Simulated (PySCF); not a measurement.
As: ionisation energy

As [Ar] 3d10 4s2 4p3 (4S) → As+ [Ar] 3d10 4s2 4p2 (3P), as a difference of total energies. All numbers are calculated (PySCF 2.14, a scalar-relativistic core potential, in aug-cc-pVQZ-PP with one added diffuse shell each of s, p, d, f, g type with ECP10MDF (8s7p6d4f3g, 114 functions)). Correlated levels: valence: 3s2 3p6 3d10 frozen. The calculations carry no spin-orbit coupling.

Task: Order these methods by the ionisation energy they give, lowest first.
A. r2SCAN
B. PBE
C. UHF
D. M06

Result: C (9.409 eV), D (9.579 eV), B (9.844 eV), A (10.065 eV).

Errors of the correlated levels include the incompleteness of this basis and the frozen core.

For comparison: 10.008 eV (measured; NIST levels, between the centres of gravity of the two terms).
